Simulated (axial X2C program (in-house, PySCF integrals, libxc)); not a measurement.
# Spin–orbit effects along a row: molecules with Be (ions), PBE0

All values come from calculations with an in-house all-electron X2C program for linear molecules (integrals from PySCF), spin-free (one-electron X2C) or two-component (2c: spin–orbit coupling with atomic mean-field Coulomb and Gaunt terms, which also bring small scalar terms), in Dyall basis sets with cores contracted in-house; open shells are unrestricted.

Basis sets: Be dyall-cv3z, Cl dyall-av3z, Na dyall-cv3z, P dyall-v3z, S dyall-av3z, Si dyall-v3z.

| molecule | spin-free state | Re (Å) | ωe (cm⁻¹) | De (eV) | 2c state | Re 2c (Å) | ωe 2c (cm⁻¹) | De 2c (eV) |
| --- | --- | --- | --- | --- | --- | --- | --- | --- |
| NaBe⁺ | M_S = 0, Λ = 0 | 2.938 | 212.0 | 0.48 | Ω = 0 | 2.939 | 211.9 | 0.48 |
| BeSi⁺ | M_S = 1/2, Λ = 1 | 2.282 | 464.4 | 2.14 | Ω = 1/2 | 2.284 | 463.4 | 2.14 |
| BeP⁺ | M_S = 1, Λ = 0 | 2.014 | 660.3 | 2.66 | Ω = 1 | 2.014 | 660.1 | 2.66 |
| BeS⁺ | M_S = 1/2, Λ = 1 | 1.835 | 877.8 | 3.31 | Ω = 3/2 | 1.835 | 877.3 | 3.33 |
| BeCl⁺ | M_S = 0, Λ = 0 | 1.716 | 1021.0 | 4.49 | Ω = 0 | 1.716 | 1020.7 | 4.49 |

(1) Work out the shifts from the spin-free to the two-component result.

Fragments in 2c: Na+ + Be, Si+ + Be, P + Be+, S + Be+, Cl + Be+. Each entry is the lowest single determinant of a limited PBE0 search at one distance. De goes to single-determinant-based atoms at the same level (for ions the charge split of lowest energy) and is withheld (n/a) where an atom does not fit its ground term or J level. Main or longest-lived isotopes. One determinant is a doubtful description, or other states lie close, for BeP⁺; these need not be ground states, and all values refer to the states named. Some open-shell Ω = 0 determinants are out of reach, so the Ω given for BeP⁺ need not be the lowest component. With several unpaired electrons the Ω given is that of one determinant, not necessarily of the lowest component. Some light 2c atoms are not at their ground J level, so De misses part of their lowering (0.04 eV or less). The functionals have no current term, which raises determinants with orbital currents.

## Answers

(1) 

```json
{"molecule": "NaBe⁺", "2c state": "Ω = 0", "ΔRe (Å)": "0.001", "Δωe (cm⁻¹)": "-0.1", "ΔDe (eV)": "0.00"}
{"molecule": "BeSi⁺", "2c state": "Ω = 1/2", "ΔRe (Å)": "0.002", "Δωe (cm⁻¹)": "-1.0", "ΔDe (eV)": "0.00"}
{"molecule": "BeP⁺", "2c state": "Ω = 1", "ΔRe (Å)": "0.000", "Δωe (cm⁻¹)": "-0.2", "ΔDe (eV)": "0.00"}
{"molecule": "BeS⁺", "2c state": "Ω = 3/2", "ΔRe (Å)": "0.000", "Δωe (cm⁻¹)": "-0.5", "ΔDe (eV)": "0.02"}
{"molecule": "BeCl⁺", "2c state": "Ω = 0", "ΔRe (Å)": "0.000", "Δωe (cm⁻¹)": "-0.3", "ΔDe (eV)": "0.00"}
```

Shifts of one unit in the last digit are rounding.
